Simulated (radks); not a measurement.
Values are calculated unless marked as measured or tabulated.
Q: Valence configurations of Ir3+ (all share [Xe]). Code: a radial shooting solver on a logarithmic mesh with Libxc functionals. Model: Dirac Kohn-Sham, BLYP, spin-unpolarised, spherical densities, finite nucleus; open shells fill j = l - 1/2 first; Fermi nuclear charge, rms radius 5.4032 fm. Order these by energy: 4f14 5d5 6s1; 4f13.5 5d6 6p0.5; 4f14 5d5.5 6s0.5; 4f13 5d6 6p1; 4f13 5d5 6s1 6p1; 4f13 5d6 6s1; 4f13 5d7; 4f14 5d6; 4f14 5d5 6p1; 4f13 5d5 6s2.

A: From the lowest, in eV above it: 4f14 5d6 0.000; 4f14 5d5.5 6s0.5 2.392; 4f14 5d5 6s1 5.089; 4f14 5d5 6p1 12.768; 4f13.5 5d6 6p0.5 35.574; 4f13 5d7 60.517; 4f13 5d6 6s1 66.859; 4f13 5d5 6s2 74.549; 4f13 5d6 6p1 74.706; 4f13 5d5 6s1 6p1 82.710. NIST lists [Xe] 4f14 5d6 as the ground configuration; this level of theory agrees among the configurations tried. The energies are those of spherical spin-averaged densities, not of single terms.
